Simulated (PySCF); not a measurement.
Nb²⁺: excitation energy

Nb²⁺ [Kr] 4d3 (4F) → Nb²⁺ [Kr] 4d2 5p1 (high-spin determinant), as a difference of total energies. Computed with PySCF 2.14 in x2c-TZVPPall with one added diffuse shell each of s, p, d, f type (9s7p7d3f1g, 95 functions), with scalar relativity by spin-free X2C-1e. Correlated levels: valence: [Kr] frozen; valence and next inner shell: [Ar] 3d10 frozen. The calculations carry no spin-orbit coupling.

```
                                method  excitation energy (eV)
                                   UHF                   7.967
                                   LDA                   8.043
                                   PBE                   8.042
                                  PBE0                   8.187
                                r2SCAN                   8.255
                                 B3LYP                   8.032
                                  PW91                   8.052
                                PBEsol                   8.081
                                  BLYP                   7.893
                         MP2 (valence)                   8.083
                     SCS-MP2 (valence)                   8.006
    MP2 (valence and next inner shell)                   8.200
SCS-MP2 (valence and next inner shell)                   8.148
```

Problem. How much does correlation contribute at MP2 (valence and next inner shell)?

Solution. 8.200 − (7.967) = 0.233 eV, measured against UHF.

A first-order spin-orbit estimate (lowest level to lowest level, LS coupling) adds -0.096 eV.

The determinant of the upper state mixes LS terms, which raises its energy above the lowest term, most at the Hartree-Fock and MP2 levels.
